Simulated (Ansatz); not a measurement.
Total energies of C₂H₅BOSi (`BC1=C[SiH2]O1`).

```xyz
10

B    -1.467    0.426   -1.292
C    -0.377    0.061   -0.263
C     0.923    0.449   -0.209
Si    0.982   -0.595    1.306
O    -0.634   -0.788    0.827
H    -2.575   -0.004   -1.198
H    -1.158    1.155   -2.186
H     1.436    1.100   -0.898
H     1.120    0.058    2.630
H     1.749   -1.863    1.282
```

Total charge 0; spin multiplicity 1. All single points use the PBE0-D4/def2-TZVP geometry. Basis def2-TZVPP, Ansatz 0.2.0.

RPA on PBE orbitals: Hartree–Fock energy of these orbitals -467.11262 Eh, correlation -1.26961 Eh (frozen core).

```tsv
functional	energy without D4 (Eh)	D4 term (kJ/mol)
LDA (SPW92)	-466.10295	–
PBE	-468.44270	-20.5
BLYP	-468.76056	-45.8
r2SCAN	-468.69387	-4.9
PBE0	-468.48554	-17.2
B3LYP	-468.85338	-33.3
r2SCANh	-468.68315	-5.2
HSE06 (plane-wave form)	-468.46926	-16.0
BHLYP	-468.72782	-25.1
CAM-B3LYP	-468.74281	-17.4
LC-ωPBE	-468.60299	–
ωB97X-V	-468.72432	–
B2PLYP	-468.55857	–
PBE-QIDH	-468.37270	–
```

Problem. Give the same for revPBE, B97M-V, r2SCAN0, ωB97M-V. (An estimate is asked.)

Solution. The calculation gave: 
```tsv
functional	energy without D4 (Eh)	D4 term (kJ/mol)
revPBE	-468.70660	-64.4
B97M-V	-468.74182	–
r2SCAN0	-468.66831	-5.8
ωB97M-V	-468.73281	–
```

B3LYP takes the VWN-RPA correlation (the form of Gaussian; ORCA's B3LYP/G). HSE06 is the plane-wave form, built on full-range PBE exchange. The double hybrids freeze the cores in their second-order part.

LC-ωPBE has ω = 0.4 bohr⁻¹.
